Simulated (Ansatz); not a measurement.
Interaction energy ladder

The pair of HBr (SMILES Br, atoms 1–2) and HBr (SMILES Br, atoms 3–4), both closed shells, in one local arrangement (a lower one may exist), relaxed at PBE0-D4/def2-TZVP:

Br1  (0.490, -0.563, -2.251)
H2  (0.068, -0.531, -0.886)
Br3  (-0.559, -0.103, 1.626)
H4  (0.002, 1.198, 1.511)
(Å)

Program: Ansatz 0.2.0. Basis: def2-TZVPPD, with def2-QZVPPD for the basis limit. Cores are frozen in the correlated methods. Filled d shells of the heavier atoms are correlated. The def2 sets are not built for correlating such inner shells, so the correlated values are less sure here. Extrapolation: Hartree–Fock as exp(−7.88 √X), correlation as X^−2.97. Interaction energies count from these two fragments, frozen as in the pair, with the counterpoise correction; negative means bound.

Q: What is the interaction energy by CCSD(T) at an estimated basis limit (MP2 extrapolated from triple and quadruple zeta, plus CCSD(T) − MP2 in triple zeta)? (An estimate is asked for; the value comes from the calculation.)

A: The calculation gives: -7.4 kJ/mol. Hartree–Fock alone gives 2.3 kJ/mol at the basis limit, so without correlation the pair would not bind at this distance. Plain CCSD(T) in triple zeta gives -5.0 kJ/mol; the step to the limit is large here, so the limit is uncertain. It counts from the two fragments frozen as in the pair.

Q: Which atoms make the shortest contact between the fragments?

A: H2 and Br3, 2.62 Å apart.

Basis-set superposition shift (counterpoise-corrected less uncorrected): CCSD(T) 3.3; MP2 3.4; HF 0.5; PBE0-D4 0.5; wB97M-V 0.4 kJ/mol.

No T1 diagnostic of these runs exceeds 0.006.

For scale, one of the runs: CCSD(T)/def2-TZVPPD, 148 basis functions, launched by `ansatz run in.yaml --threads 2 --pin off --events-out ev --progress --plain --max-ram 5222MiB`. Time: 37 s of wall clock on 2 CPU threads of an Arm Neoverse V1; the host was shared. Peak host memory: 0.94 GiB.
